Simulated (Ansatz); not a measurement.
C3H8BN (`CCN1BC1`). Total charge 0; spin multiplicity 1. The structure was optimised at the PBE0-D4/def2-TZVP level. It is one conformer, not always the lowest.

```xyz
13

C     1.713   -0.660   -0.214
C     0.226   -0.899   -0.065
N    -0.487    0.329    0.067
B    -0.667    1.656    0.146
C    -1.894    0.692    0.235
H     2.244   -1.609   -0.314
H     1.922   -0.056   -1.100
H     2.111   -0.134    0.656
H     0.024   -1.525    0.813
H    -0.164   -1.447   -0.932
H    -0.128    2.710    0.136
H    -2.352    0.431    1.191
H    -2.548    0.512   -0.620
```

Problem. What is the dipole moment at r2SCAN/def2-TZVPP? (Best estimate.)

Solution. Computed: 1.55 D, with components (0.82, -1.30, -0.15) D in this frame, pointing from negative to positive charge.

Problem. And with PBE, B3LYP, ωB97M-V? (Estimate.)

Solution. Ansatz gave: PBE 1.63 D, B3LYP 1.49 D, ωB97M-V 1.47 D.

Problem. Give the Mulliken charges with r2SCAN, ωB97M-V, B3LYP in def2-TZVPP. (Best estimate.)

Solution. Ansatz gave: 
```
atom  r2SCAN  ωB97M-V  B3LYP
  C1   -0.13    -0.30  -0.24
  C2    0.07    -0.06   0.00
  N3    0.03    -0.03   0.00
  B4   -0.17    -0.19  -0.17
  C5   -0.12    -0.24  -0.20
  H6    0.04     0.10   0.08
  H7    0.05     0.11   0.08
  H8    0.05     0.11   0.08
  H9    0.03     0.10   0.07
 H10    0.03     0.10   0.07
 H11    0.03     0.11   0.05
 H12    0.05     0.10   0.08
 H13    0.05     0.10   0.08
```

B3LYP here is the variant with VWN-RPA as its local correlation; programs differ in this.
